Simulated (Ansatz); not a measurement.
Ansatz (an electronic-structure program) job for Cl3HSTi, SMILES [Cl][Ti]([Cl])([SH])[Cl], multiplicity 1, PBE0/def2-SVPD. Geometry: B3LYP-D3(BJ)/def2-SVP. The multiplicity is an assumed one; no other spin state was optimised. The structure was generated by enumeration; whether it is a known compound was not checked. The values are those of a single conformer.

Ansatz 0.2 input:
```yaml
crystal:
  periodic: [false, false, false]
  atoms:
    - {symbol: Ti, position_ang: [-0.05804279, 0.00792121, -0.00000001]}
    - {symbol: Cl, position_ang: [-0.30872192, 1.24489815, -1.77560587]}
    - {symbol: Cl, position_ang: [-0.30872275, 1.24489825, 1.77560566]}
    - {symbol: Cl, position_ang: [-1.36931963, -1.71592322, -0.00000027]}
    - {symbol: S, position_ang: [2.03107398, -0.85792046, 0.00000050]}
    - {symbol: H, position_ang: [2.55475075, 0.39661660, 0.00000058]}
basis:
  gaussian:
    orbitals: def2-SVPD
hamiltonian:
  xc: {name: PBE0}
```

Output:

```
WARN ansatz: RAYON_NUM_THREADS=1 ignored (pool sized by the plan → 1); use --threads N
Functional definition: PBE0
integrals: 0.15 GiB planned
1419 factors; integrals over basis functions are off by at most 1.1e-3 eV
mean field: 0.97 GiB planned
mean field evaluation 1: about -71499.5657 eV, gradient 3.2e1 eV
mean field evaluation 2: about -71377.5631 eV, gradient 2.8e2 eV
mean field evaluation 4: about -71502.4180 eV, gradient 4.3e0 eV
mean field evaluation 8: about -71502.5070 eV, gradient 3.6e-1 eV
mean field evaluation 16: about -71502.5074 eV, gradient 9.5e-5 eV
mean field -71502.50739696 eV, -2627.6686806982 hartree, gradient 2.4e-5 eV, S^2 0.000000; 0 other end points of the search recorded, 0 dependent functions left out
reference -71502.50744022 eV, -2627.6686822877 hartree; 45, 45 occupied and 105, 105 virtual orbitals, 1419 factors
Total energy: -71502.50744022 eV, -2627.6686822877 hartree
```

The calculation finished and met its thresholds.

Cost: very roughly 5 core-seconds.
